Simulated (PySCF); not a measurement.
Species: C3H7BF2O2.
Bonds: B1–O2, O2–C3, C3–C4, C4–O5, O5–C6, C6–F7, C6–F8. Hydrogens: H9, H10 on B1; H11, H12 on C3; H13, H14 on C4; H15 on C6.

Torsions of this conformer, `[BH2:1][O:2][CH2:3][CH2:4][O:5][CH:6]([F:7])[F:8]`: B1–O2–C3–C4 -138°, O2–C3–C4–O5 77°, C3–C4–O5–C6 -67°, C4–O5–C6–F7 100°.

The closed-shell ground state was solved at several levels (PySCF, density fitting, gas phase, non-relativistic). Isolated species at its GFN2-xTB geometry (one conformer only).

| level | basis functions | HOMO (eV) | LUMO (eV) | gap (eV) | dipole (D) |
| --- | --- | --- | --- | --- | --- |
| PBE0/pcSseg-1 | 171 | -8.83 | -0.39 | 8.44 | 3.56 |
| B3LYP/pcJ-1 | 286 | -8.62 | -0.64 | 7.98 | 3.56 |

Estimate the row for CAM-B3LYP/def2-SVPD, a basis of 228 functions; the other rows only guide the guess.

HOMO -10.34 eV, LUMO 0.46 eV, gap 10.80 eV, dipole 3.64 D.

Over all these levels, which gives the widest orbital gap and which the narrowest?

CAM-B3LYP/def2-SVPD (range-separated hybrid) has the widest, 10.80 eV, and B3LYP/pcJ-1 (global hybrid, 20 % exact exchange) the narrowest, 7.98 eV. Functional and basis both differ between the two, so the spread mixes both effects.

How far do the dipole and the HOMO energy spread over the levels?

The dipole runs from 3.56 to 3.64 D (mean 3.59 D) and the HOMO from -10.34 to -8.62 eV.
